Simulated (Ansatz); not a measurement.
```xyz
13

C    -0.946   -1.176   -2.441
Al   -0.474   -1.567   -0.599
O     0.508   -0.475    0.231
Si    1.378    0.539    1.162
Ga   -0.002    2.221    2.216
H    -1.468   -0.216   -2.515
H    -1.590   -1.942   -2.879
H    -0.051   -1.092   -3.066
H    -0.947   -2.849    0.201
H     2.111   -0.234    2.211
H     2.429    1.202    0.331
H     0.615    3.328    3.153
H    -1.564    2.260    1.995
```

The species carries charge 0 and has multiplicity 1.

Question: List the r2SCAN/def2-TZVPP orbital energies in eV (Ansatz 0.2.0). (Estimate.)

Answer: Computed: Occupied: -10122.15, -1791.26, -1516.89, -1244.39, -1100.83, -1100.71, -1100.71, -515.37, -272.39, -147.91, -141.62, -110.40, -100.90, -100.54, -100.53, -96.50, -96.47, -96.46, -70.77, -70.54, -70.48, -25.29, -20.47, -20.32, -20.31, -20.18, -20.12, -17.72, -13.88, -11.53, -10.66, -10.11, -10.04, -9.53, -9.08, -8.82, -7.80, -7.52, -6.92, -6.26. Lowest empty: -2.57, -1.13, -0.64, 0.38, 0.57, 1.33, 1.67, 1.90.
